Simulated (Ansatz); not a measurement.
A made-up structure of B₂SiNH₅, singlet:

B1  (0.689, 1.154, -2.147)
N2  (0.699, 0.778, -0.952)
B3  (0.676, 0.337, 0.370)
Si4  (-0.793, -0.876, 1.062)
H5  (0.682, 1.506, -3.263)
H6  (1.553, 0.689, 1.113)
H7  (-1.802, -1.234, 0.026)
H8  (-0.202, -2.138, 1.595)
H9  (0.999, 0.284, -2.832)
(Å)

It is relaxed with PBE-D4/def2-SVP and then PBE0-D4/def2-TZVP (Ansatz 0.2.0). Atoms count as bonded within 1.22 times the sum of their covalent radii (H–H: 0.88 Å). The end point is not checked to be a true minimum.

Task: Does its bonding change? (A judgement: the text doesn't fix the answer.)

Result: Computed: Yes. Formed: N2–Si4; broken: none.

Where it ends: The first stage lowers the energy by 3.30 eV in 22 steps. It ends as B₂SiNH₅ ([BH2][N]1[BH][SiH2]1):
B1  (0.561, 0.314, -1.921)
N2  (0.820, 0.565, -0.566)
B3  (0.942, 0.688, 0.773)
Si4  (-0.406, -0.584, 0.256)
H5  (-0.270, 0.968, -2.485)
H6  (1.607, 1.318, 1.524)
H7  (-1.801, -0.212, -0.072)
H8  (-0.118, -2.001, -0.062)
H9  (1.166, -0.558, -2.476)
(Å)

Labels in which every atom is bracketed show which atoms are joined, not bond orders.

For scale, one of the runs: PBE0-D4/def2-TZVP relaxation, 160 basis functions, launched by `ansatz run in.yaml --threads 2 --pin off --events-out ev --progress --plain --max-ram 4352MiB`. The run took about 34 s on 2 CPU threads of an Arm Neoverse V2 (shared host).
